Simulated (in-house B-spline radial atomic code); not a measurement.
# Removing one electron from neutral lead

Closed shell [Xe] 4f14 5d10 6s2 (6p1/2)2. Computed with an all-electron radial atomic-structure program (B-spline basis): Koopmans values of Dirac-Hartree-Fock plus a diagonal self-energy, in second order or with its direct term screened (direct RPA, with the hole-particle interaction, or full time-dependent Hartree-Fock), linearised in energy; no-pair Dirac-Coulomb Hamiltonian, finite nucleus. Shifts add to the Koopmans value (the ΔSCF shift is orbital relaxation alone); the final value takes TDHF screening with Breit and QED.

The shells are closed in jj coupling only; the real ground state mixes other jj configurations.

Command:
```bash
python run_mb.py task.json out
```
Settings (nuclear radius in fm, box in bohr, cutoff in hartree; a minus after a letter marks j = l - 1/2):
```
basis_form          2
Z                   82
core_configuration  [Xe] 4f14 5d10 6s2 6p-2
rms_radius          5.5012
mass_number         208
speed_of_light      137.036
box_radius          30.116
lmax                7
intervals           65
virtual_cutoff      26896.0
```

Run time, properties included: 3.7 min on 1 thread of Arm Neoverse N1, on a shared host.

Energies in eV:

```json
{"subshell": "6p1/2", "Koopmans": "6.906", "ΔSCF shift": "-0.388", "second order": "?", "direct RPA": "?", "hole-particle": "?", "TDHF": "?", "Breit + QED": "?", "final": "?"}
```

(1) What does the self-energy do to 6p1/2?

Answers

(1) It shifts the removal energy by 0.513 eV in second order, 0.526 with direct RPA, 0.385 with the hole-particle term and 0.362 with TDHF screening (quasi-particle weight 0.917); Breit and QED add -0.011 eV. The final value is 7.257 eV, against 7.417 eV (NIST, measured).
